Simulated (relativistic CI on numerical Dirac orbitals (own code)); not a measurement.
Computed by Dirac-Coulomb-Breit CI, orbitals from a KLI potential per configuration, QED by a radiative potential, unscaled Slater integrals (own radial code, finite nucleus).

Configurations in the expansion (outside the closed core [Ne]): 3s, 3p, 3d, 4s, 4p, 4d, 4f, 5s, 5p, 5d, 5f, 5g, 6s, 6p, 6d, 7s, 7p. Levels of other configurations are missing.

At this charge energies of transitions that change n are usually good to better than 1 %, and those within a shell (Δn = 0) to a few per cent.

Outline of the computed level scheme of Pb LXXII. Lowest level of each configuration: 3s 2S_1/2 at 0.00 eV; 3p 2P°_1/2 at 188.57 eV; 3d 2D_3/2 at 1011.61 eV; 4s 2S_1/2 at 4184.63 eV; 4p 2P°_1/2 at 4262.24 eV; 4d 2D_3/2 at 4592.95 eV; 4f 2F°_5/2 at 4693.06 eV; 5s 2S_1/2 at 6042.53 eV; 5p 2P°_1/2 at 6081.37 eV.

Some strong electric-dipole decays among the lowest 15 levels: 4f 2F°_7/2 → 3d 2D_5/2 (3.8e+14 s⁻¹); 4f 2F°_5/2 → 3d 2D_3/2 (3.7e+14 s⁻¹); 4d 2D_5/2 → 3p 2P°_3/2 (1.9e+14 s⁻¹); 4d 2D_3/2 → 3p 2P°_1/2 (1.4e+14 s⁻¹); 4p 2P°_1/2 → 3s 2S_1/2 (1.0e+14 s⁻¹); 4s 2S_1/2 → 3p 2P°_3/2 (8.4e+13 s⁻¹); 5p 2P°_1/2 → 3s 2S_1/2 (5.6e+13 s⁻¹); 4p 2P°_3/2 → 3s 2S_1/2 (5.4e+13 s⁻¹).
